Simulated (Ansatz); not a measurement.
Program: Ansatz. Geometries: PBE0-D4/def2-TZVP. ΔE: electronic, gas phase. CBS: MP2 limit from def2 TZ/QZ plus the TZ coupled-cluster correction, frozen cores. DFT in def2-TZVPP. Each species was taken in one conformer, which may not be the lowest.

`OC[SiH](F)S` + `O[SiH]1[SiH2][SiH2]1` → `O[SiH](F)S` + `OC[SiH]1[SiH2][SiH2]1`  (redistribution)

`OC[SiH](F)S`:

Z-matrix (Å, degrees):
```
C
Si 1 1.880
O 1 1.425 2 110.3
H 1 1.098 2 111.3 3 124.5
H 1 1.093 2 109.9 3 -117.4
S 2 2.114 1 109.2 3 55.3
F 2 1.607 1 105.1 3 -64.1
H 2 1.481 1 115.4 3 177.9
H 3 0.961 1 108.3 2 66.8
H 6 1.348 2 91.2 1 -31.5
```

`O[SiH]1[SiH2][SiH2]1`:

```xyz
10

O     0.792    0.611   -2.190
Si   -0.032    0.748   -0.770
Si   -1.193   -0.992    0.209
Si    0.661   -0.036    1.306
H     1.660    1.017   -2.228
H    -0.757    2.040   -0.622
H    -0.891   -2.379   -0.229
H    -2.606   -0.821    0.631
H     0.578    0.814    2.522
H     1.788   -1.002    1.371
```

`O[SiH](F)S`:

```xyz
7

O    -0.261   -1.380   -0.894
Si    0.013   -0.315    0.302
F    -1.334    0.153    1.013
S     0.929    1.417   -0.517
H    -0.670   -1.066   -1.703
H     0.814   -1.019    1.315
H     0.508    2.209    0.484
```

`OC[SiH]1[SiH2][SiH2]1`:

Cartesian coordinates in Å:
```
O 2.221 -0.447 -1.438
C 1.344 -1.012 -0.482
Si -0.369 -0.230 -0.666
Si -1.697 -0.115 1.246
Si -0.792 1.829 0.326
H 3.076 -0.877 -1.363
H 1.238 -2.098 -0.612
H 1.688 -0.842 0.548
H -1.039 -0.532 -1.957
H -3.158 -0.361 1.148
H -1.122 -0.600 2.527
H -1.698 2.793 -0.347
H 0.309 2.492 1.070
```

Problem. Is it downhill or uphill in electronic energy at CCSD(T)/CBS, and by how much? (Best estimate.)

Solution. The calculation gave: Downhill: ΔE = -0.37 eV.

Problem. What do these levels give: ωB97X-V, r2SCAN, PBE0, CCSD(T)/def2-TZVPP, MP2/CBS(def2), CCSD/CBS(def2)? (Estimate.)

Solution. Computed: ωB97X-V -0.33, r2SCAN -0.33, PBE0 -0.33, CCSD(T)/def2-TZVPP -0.37, MP2/CBS(def2) -0.38, CCSD/CBS(def2) -0.37 eV.

Largest T1 diagnostic among the species: 0.015.

From PBE to PBE0 (25 % exact exchange), in def2-TZVPP and without D4, ΔE moves by −0.04 eV.
